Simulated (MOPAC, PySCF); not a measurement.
CH$_{6}$Si$_{3}$, SMILES `C=[Si]1[SiH2][SiH2]1`, neutral singlet in the gas phase. 

Cartesian coordinates (Å):
```xyz
10

C      2.4349    -0.0260     0.1988
Si     0.7300    -0.0074     0.0537
Si    -1.2265     1.1952     0.0098
Si    -1.2340    -1.1690    -0.2103
H      3.0076     0.8850     0.3313
H      3.0022    -0.9491     0.1616
H     -1.7687     1.7897     1.2595
H     -1.5765     2.0129    -1.1809
H     -1.5880    -1.7504    -1.5315
H     -1.7810    -1.9809     0.9080
```
Charge 0, spin multiplicity 1.

All levels are single points at this geometry (PBE0-D3(BJ)/def2-TZVP); Pople sets use spherical d functions. Orbital energies aren't observables, and empty levels follow the basis.

BP86/6-31G* in PySCF gives dipole (D) = 0.06.

**Question.** Estimate the dipole (D) from each of these levels: PBE0-D3(BJ)/def2-TZVP in PySCF; B3LYP/3-21G in PySCF; B3LYP/6-311+G** in PySCF; B3LYP/LANL2DZ in PySCF; M06-2X/6-31G* in PySCF; HF/3-21G in PySCF; AM1 in MOPAC; PM3 in MOPAC.

**Answer.** 
| level | dipole (D) |
|---|---|
| PBE0-D3(BJ)/def2-TZVP in PySCF | 0.56 |
| B3LYP/3-21G in PySCF | 0.11 |
| B3LYP/6-311+G** in PySCF | 0.63 |
| B3LYP/LANL2DZ in PySCF | 0.21 |
| M06-2X/6-31G* in PySCF | 0.39 |
| HF/3-21G in PySCF | 0.07 |
| AM1 in MOPAC | 1.13 |
| PM3 in MOPAC | 0.16 |
